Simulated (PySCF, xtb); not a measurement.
siletan-1-amine (C3H9NSi), SMILES C1CC[SiH]1N. Other conformers were not sampled.

Harmonic wavenumbers (cm⁻¹) from GFN2-xTB (xtb) at its own minimum, in rising order: 81, 156, 204, 211, 478, 486, 542, 646, 669, 700, 714, 787, 813, 878, 927, 994, 1001, 1051, 1169, 1191, 1214, 1226, 1288, 1479, 1482, 1505, 1516, 2265, 2971, 2988, 2997, 3003, 3010, 3021, 3477, 3519.

What does PBE-D3(BJ)/def2-SVP (PySCF 2.14.0) give at its own minimum? (Estimate from the structure and the level; the computed values follow.)

120, 158, 250, 271, 342, 435, 545, 622, 633, 678, 773, 795, 840, 870, 878, 929, 931, 945, 1018, 1104, 1165, 1189, 1235, 1358, 1379, 1417, 1490, 2148, 2970, 2986, 2988, 3022, 3063, 3066, 3499, 3597. Paired by order, the mean absolute difference is 52 cm⁻¹ and the zero-point energies are 72.4 and 71.1 kcal/mol.
